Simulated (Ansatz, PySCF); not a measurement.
Gas-phase reaction in SMILES: NBN -> [BH]N + [NH2] (NH2) (the B-N bond at the site shown breaks; other sites are not compared here)
Each molecule is optimised on its own at B3LYP-D3(BJ)/def2-TZVP (Ansatz, a first-principles code), one conformer each, not searched for the lowest.

Quantity: bond dissociation energy (electronic energy difference), in eV. Correlated levels leave the core frozen unless marked. Open shells are spin-unrestricted. Spin-orbit coupling is left out. Non-relativistic unless marked X2C. Basis-set limits of correlation are two-point, X^-3; Hartree-Fock from the larger set. The bracket is a focal-point correction in the basis named.

```tsv
level	program	bond dissociation energy (eV)	minus last row
HF/6-31G	Ansatz	4.78	-1.04
HF/def2-TZVPD	PySCF	4.42	-1.40
revPBE/def2-TZVPD	Ansatz	5.40	-0.42
TPSS/def2-TZVPD	PySCF	5.46	-0.36
TPSS-D3(BJ)/def2-TZVPD	PySCF + dftd3	5.51	-0.31
r2SCAN/def2-TZVPD	Ansatz	5.51	-0.31
PBE0-D3(BJ)/def2-TZVP	Ansatz + dftd3	5.72	-0.10
PBE0/def2-QZVPP	Ansatz	5.67	-0.15
PW6B95-D3(BJ)/def2-TZVPD	PySCF + dftd3	5.80	-0.02
LC-wPBE-D3(BJ)/def2-TZVPD	Ansatz + dftd3	5.74	-0.08
B2GP-PLYP-D4/def2-TZVPD	Ansatz + dftd4	5.76	-0.06
SCS-MP2/cc-pVDZ	Ansatz	5.56	-0.26
SCS-MP2/aug-cc-pVTZ	Ansatz	5.86	0.04
SCS-MP2/cc-pVQZ	Ansatz	5.93	0.11
CCSD/cc-pVTZ	Ansatz	5.59	-0.23
CCSD(T)/STO-3G	Ansatz	5.86	0.04
CCSD(T)/cc-pVQZ	Ansatz	5.77	-0.05
X2C-CCSD(T)/cc-pVTZ-DK	Ansatz	5.68	-0.14
RI-MP2/CBS(aug-cc-pVTZ,aug-cc-pVQZ)+[CCSD(T)-MP2]/aug-cc-pVDZ	Ansatz	5.82	0.00
RI-MP2/CBS(aug-cc-pVTZ,aug-cc-pVQZ)+[CCSD(T)-MP2]/aug-cc-pVTZ	Ansatz	5.82	0.00
CCSD(T)/CBS(cc-pVTZ,cc-pVQZ)	Ansatz	5.82	0.00
```
